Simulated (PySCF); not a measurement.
# Dipole response of Br⁻ (bromine, charge -1)

[Kr], closed-shell 1S. All numbers are calculated (PySCF 2.14, scalar relativity by spin-free X2C-1e, in aug-cc-pVQZ-DK (8s7p5d3f2g, 93 functions)). Coupled (time-dependent) response in atomic units; α is the mean over directions.

| method | mean α (bohr³) | C₆ (like pair) | S(−4) |
| --- | --- | --- | --- |
| UHF | 39.71 | 427.8 | 419.3 |
| PBE0 | 44.95 | 499.5 | 592.8 |
| LC-wPBE | 41.90 | 456.7 | 485.8 |

S(−4) is the Cauchy moment in α(ω) = α(0) + S(−4) ω² + …

α(iu) at LC-wPBE:

| u (hartree) | α(iu) (bohr³) |
| --- | --- |
| 0 | 41.90 |
| 0.0500 | 40.74 |
| 0.100 | 37.75 |
| 0.200 | 30.03 |
| 0.300 | 23.23 |
| 0.500 | 14.35 |
| 0.750 | 8.700 |
| 1.00 | 5.785 |
| 1.50 | 3.079 |
| 2.00 | 1.921 |
| 3.00 | 0.9741 |
| 5.00 | 0.4104 |

A single London oscillator, α(iu) = α/(1 + u²/ω²), gives C₆ = (3/4) ω α². Matching the computed C₆ needs ω = 4 × 456.7 / (3 × 41.90²) = 0.347 hartree.

For an ion, C₆ is the dispersion term alone; charge-induced terms of lower order in 1/R come first.
